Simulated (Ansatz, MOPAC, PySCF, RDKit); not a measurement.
Noncovalent pair: CH4O (SMILES CO) (first 6 atoms) with CH2O2 (SMILES O=CO); geometry from B3LYP-D3(BJ)/def2-TZVP, rigid monomers moved along the line of their centres of mass till O2···H11 is 2.33 Å.
(charge 0, multiplicity 1):
```xyz
11

C     -0.190    -0.350     0.183
O      0.489    -0.806     1.352
H     -0.904     0.445     0.414
H     -0.729    -1.202    -0.228
H      0.520     0.011    -0.566
H      0.937    -0.055     1.780
O      0.784     1.028     4.237
C     -0.026     0.394     4.874
O     -0.682    -0.673     4.449
H     -0.310     0.648     5.903
H     -0.394    -0.865     3.513
```

Interaction energies are E(AB) − E(A) − E(B) at the monomers' geometry in the complex; basis-set methods are counterpoise corrected. RDKit's UFF carries no charges.

Correlated levels freeze the cores. The state that PM6, PM7 reach isn't checked; PM7 holds dispersion and hydrogen-bond terms.

The values were computed with Ansatz (a first-principles code) with Gaussian orbitals; MOPAC for PM6, PM7 (differences of heats of formation); PySCF for the dispersion terms; RDKit for the force fields. Each number belongs to the level named beside it.

```json
[
 {"level": "MMFF94", "interaction energy (meV)": "-256.6"},
 {"level": "UFF", "interaction energy (meV)": "47.5"},
 {"level": "PM6", "interaction energy (meV)": "-187.1"},
 {"level": "PM7", "interaction energy (meV)": "-273.1"},
 {"level": "r2SCAN-D3(BJ)/def2-TZVPPD", "interaction energy (meV)": "-330.3"},
 {"level": "B3LYP/def2-TZVPPD", "interaction energy (meV)": "-273.2"},
 {"level": "PBE0/def2-TZVPPD", "interaction energy (meV)": "___"},
 {"level": "PBE0-D3(BJ)/def2-TZVPPD", "interaction energy (meV)": "-325.3"},
 {"level": "CCSD(T)/aug-cc-pVDZ", "interaction energy (meV)": "___"}
]
```

Problem. Some entries are withheld; supply them.

Solution. 
- PBE0/def2-TZVPPD, interaction energy (meV): -293.1
- CCSD(T)/aug-cc-pVDZ, interaction energy (meV): -299.7
